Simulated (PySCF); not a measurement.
OSe, neutral, multiplicity 3. Atoms are numbered in the order given.

```xyz
2

O      0.0000     0.0000    -1.3218
Se     0.0000     0.0000     0.3110
```
Charge 0, spin multiplicity 3.

Geometry optimised at PBE0-D3(BJ)/def2-TZVP.

Level of theory: CAM-B3LYP/def2-TZVPD in PySCF.

Mulliken values depend strongly on the basis, most of all with diffuse functions as here. Atomic charges (e):

```tsv
atom	meta-Löwdin	Mulliken	Mulliken spin
O1	-0.56	-0.41	0.67
Se2	0.56	0.41	1.33
```
